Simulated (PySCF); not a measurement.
CH₃Si, SMILES C=[SiH], multiplicity 2.

Geometry: PBE-D3(BJ)/def2-TZVP. The isomer is the one that the SMILES or the coordinates give; other isomers of the formula were not compared.

Computed with PySCF with PBE-D3(BJ)/def2-TZVP.

Frequencies are harmonic and unscaled.

```json
[
 {"mode": "1", "ν (cm⁻¹)": "239", "IR (km/mol)": "5.8", "moving atoms (share of kinetic energy)": "H 86 %, C 10 %"},
 {"mode": "2", "ν (cm⁻¹)": "489", "IR (km/mol)": "0.8", "moving atoms (share of kinetic energy)": "H 96 %"},
 {"mode": "3", "ν (cm⁻¹)": "705", "IR (km/mol)": "47.8", "moving atoms (share of kinetic energy)": "H 86 %, C 14 %"},
 {"mode": "4", "ν (cm⁻¹)": "802", "IR (km/mol)": "46.3", "moving atoms (share of kinetic energy)": "H 77 %, C 15 %"},
 {"mode": "5", "ν (cm⁻¹)": "941", "IR (km/mol)": "4.8", "moving atoms (share of kinetic energy)": "C 51 %, Si 32 %, H 17 %"},
 {"mode": "6", "ν (cm⁻¹)": "1304", "IR (km/mol)": "4.4", "moving atoms (share of kinetic energy)": "H 83 %, C 16 %"},
 {"mode": "7", "ν (cm⁻¹)": "2071", "IR (km/mol)": "53.5", "moving atoms (share of kinetic energy)": "H 96 %"},
 {"mode": "8", "ν (cm⁻¹)": "3058", "IR (km/mol)": "0.4", "moving atoms (share of kinetic energy)": "H 95 %"},
 {"mode": "9", "ν (cm⁻¹)": "3169", "IR (km/mol)": "0.6", "moving atoms (share of kinetic energy)": "H 90 %, C 10 %"}
]
```
